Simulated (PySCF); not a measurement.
SMILES [SiH3]COC, GFN2-xTB optimised geometry.

```
12

C      2.05    -0.65     0.00
O      0.64    -0.65     0.00
C      0.08     0.64     0.00
Si    -1.80     0.38     0.01
H      2.44    -0.14    -0.89
H      2.36    -1.70    -0.01
H      2.44    -0.15     0.89
H      0.42     1.20    -0.88
H      0.43     1.21     0.88
H     -2.18    -0.36    -1.19
H     -2.16    -0.37     1.22
H     -2.44     1.70     0.02
```

Density from B3LYP/def2-TZVP (PySCF) at that geometry.

Minimum of the electron density along straight lines between bonded atoms, close to the bond critical point (lines longer than 1.1 times the sum of covalent radii, or with two minima, are not listed):

| bond | length / Å | ρ at the minimum / e bohr⁻³ | ∇²ρ there / e bohr⁻⁵ | position (fraction from the first atom) |
|---|---|---|---|---|
| C1–O2 | 1.402 | 0.270 | ? | 0.36 |
| O2–C3 | 1.413 | 0.262 | ? | 0.64 |
| C3–Si4 | 1.905 | 0.119 | 0.15 | 0.61 |
| C1–H5 | 1.099 | 0.281 | -0.98 | 0.64 |
| C1–H6 | 1.089 | 0.288 | -1.03 | 0.65 |
| C1–H7 | 1.098 | 0.281 | -0.98 | 0.64 |
| C3–H8 | 1.099 | 0.277 | -0.95 | 0.64 |
| C3–H9 | 1.099 | 0.277 | -0.95 | 0.64 |
| Si4–H10 | 1.461 | 0.126 | 0.18 | 0.49 |
| Si4–H11 | 1.461 | 0.126 | 0.18 | 0.49 |
| Si4–H12 | 1.466 | 0.124 | 0.18 | 0.49 |

Question: Some entries are withheld; supply them.

Answer: 
- C1–O2, ∇²ρ there / e bohr⁻⁵: -0.62
- O2–C3, ∇²ρ there / e bohr⁻⁵: -0.57
